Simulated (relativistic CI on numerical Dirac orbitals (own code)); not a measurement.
**Ta+: resonant inelastic scattering at the L2,3 edge**

Computed with this model: Dirac-Coulomb-Breit CI, KLI orbitals optimised for each configuration, QED by a radiative potential, Kramers-Heisenberg scattering through one core-hole configuration in a parametric crystal field, unscaled Slater integrals; configurations [Xe] 4f14 5d4 → [He] 2s2 2p5 3s2 3p6 3d10 4s2 4p6 4d10 4f14 5s2 5p6 5d5; 10 K; core-hole width 5 eV; summed over polarisations. Incident energies are the highest absorption maxima for each field (at most a few, so the weaker spin-orbit partner edge can be absent), on the computed scale of the free ion. Intensities are in per cent of the strongest line above 0.02 eV; levels within 1 cm⁻¹ are merged; final levels count from the ground level, the first row holds all elastic scattering, lines under 0.4 are left out and each table stops after 24 rows. The scale of the Slater integrals is a model choice and moves the terms in proportion. The configuration is assumed, with all valence electrons in the open shell; the free ion's ground configuration is another.

Field parameters in Wybourne normalisation: D3d B²₀ = −7Dσ, B⁴₀ = −14Dq − 21Dτ, B⁴₃ = −14√(10/7) Dq; D4h B²₀ = −7Ds, B⁴₀ = 21(Dq − Dt), B⁴₄ = 21√(5/14) Dq; Oh B⁴₀ = 21Dq, B⁴₄ = √(5/14) B⁴₀. The field is a parameter set, without covalency.

S is read from ⟨S²⟩ = S(S + 1).

D3d, 10Dq = 14950, Dσ = -920, Dτ = -350 cm⁻¹:

```csv
Final level (eV),Degeneracy,Irrep,S,9877 eV
0.000,1,A1,1.27,4181.0
0.082,1,A2,1.33,5.3
0.139,2,E,1.39,13.5
0.245,2,E,1.44,37.8
0.341,2,E,1.90,17.0
0.359,1,A1,1.91,7.4
0.401,1,A2,1.99,2.1
0.472,2,E,1.69,34.7
0.481,1,A1,1.73,18.3
0.505,2,E,1.69,7.8
0.509,1,A2,1.76,9.4
0.719,1,A1,0.55,11.3
0.885,2,E,1.04,34.0
0.913,1,A1,1.00,23.8
1.152,2,E,0.39,35.2
1.467,2,E,1.45,100.0
1.479,1,A1,1.48,42.9
1.533,2,E,1.56,21.5
1.627,2,E,0.57,32.5
1.686,2,E,1.18,8.9
1.747,1,A1,1.27,7.0
1.751,1,A2,1.00,37.1
1.796,2,E,1.40,33.7
1.829,1,A1,1.31,16.5
```

D4h, 10Dq = 12100, Ds = 1480, Dt = 660 cm⁻¹:

| Final level (eV) | Degeneracy | Irrep | S | 9877.2 eV | 11133.9 eV |
| --- | --- | --- | --- | --- | --- |
| 0.000 | 1 | A1 | 1.97 | 2591.6 | 250.2 |
| 0.004 | 1 | A2 | 1.97 | 17.9 | 11.2 |
| 0.034 | 2 | E | 1.98 | 28.1 | 23.3 |
| 0.959 | 1 | A1 | 1.57 | 34.9 | 16.6 |
| 1.027 | 2 | E | 1.72 | 47.0 | 16.9 |
| 1.122 | 1 | B2 | 1.78 | 18.5 | 9.5 |
| 1.128 | 1 | B1 | 1.81 | 50.4 | 7.9 |
| 1.217 | 1 | A1 | 1.27 | 25.4 | 13.3 |
| 1.222 | 1 | A2 | 1.03 | 1.2 | 2.4 |
| 1.265 | 2 | E | 1.05 | 1.7 | 4.0 |
| 1.329 | 1 | B2 | 1.29 | 2.6 | 0.2 |
| 1.364 | 1 | B1 | 1.26 | 8.8 | 0.7 |
| 1.366 | 2 | E | 1.34 | 7.6 | 3.0 |
| 1.375 | 1 | A1 | 1.31 | 0.8 | 0.3 |
| 1.481 | 1 | B2 | 1.92 | 0.6 | 0.3 |
| 1.486 | 2 | E | 1.90 | 5.8 | 0.2 |
| 1.508 | 1 | A2 | 1.93 | 59.1 | 5.5 |
| 1.513 | 1 | A1 | 1.69 | 35.8 | 22.6 |
| 1.538 | 1 | A1 | 1.71 | 10.1 | 5.8 |
| 1.559 | 2 | E | 1.36 | 7.6 | 2.8 |
| 1.581 | 1 | A2 | 1.73 | 3.2 | 22.9 |
| 1.601 | 2 | E | 1.79 | 100.0 | 2.7 |
| 1.620 | 1 | B2 | 1.22 | 0.8 | 0.5 |
| 1.633 | 1 | B1 | 1.63 | 4.8 | 6.4 |

Oh, 10Dq = 10800 cm⁻¹:

| Final level (eV) | Degeneracy | Irrep | S | 9877 eV |
| --- | --- | --- | --- | --- |
| 0.000 | 1 | A1 | 1.76 | 2893.4 |
| 0.070 | 3 | T1 | 1.86 | 23.0 |
| 0.125 | 2 | E | 1.94 | 69.2 |
| 0.151 | 3 | T2 | 1.96 | 35.6 |
| 0.527 | 1 | A1 | 1.31 | 51.4 |
| 0.593 | 3 | T1 | 1.19 | 0.7 |
| 0.627 | 3 | T2 | 1.03 | 3.9 |
| 0.659 | 2 | E | 1.08 | 2.5 |
| 1.287 | 3 | T2 | 0.66 | 30.5 |
| 1.347 | 1 | A1 | 1.75 | 58.8 |
| 1.355 | 2 | E | 1.01 | 36.9 |
| 1.375 | 3 | T1 | 1.84 | 100.0 |
| 1.409 | 3 | T2 | 1.89 | 76.4 |
| 1.462 | 3 | T1 | 1.78 | 24.5 |
| 1.555 | 2 | E | 1.44 | 0.5 |
| 1.570 | 3 | T2 | 1.75 | 4.4 |
| 1.676 | 3 | T1 | 1.03 | 9.6 |
| 1.721 | 3 | T2 | 0.99 | 1.3 |
| 1.743 | 1 | A1 | 1.31 | 10.0 |
| 1.771 | 3 | T1 | 1.20 | 35.7 |
| 1.878 | 2 | E | 0.99 | 1.5 |
| 1.893 | 3 | T2 | 0.97 | 0.4 |
| 1.917 | 3 | T1 | 1.27 | 3.1 |
| 1.955 | 2 | E | 1.14 | 1.0 |

For the first field the strongest loss at the lowest incident energy is the level at 1.47 eV (S = 1.45, against 1.27 in the thermal ground state). Levels of other spin, the first over 8 % at 0.34 eV, appear because spin-orbit coupling of the core hole, and in heavier ions of the valence shell too, mixes spins.
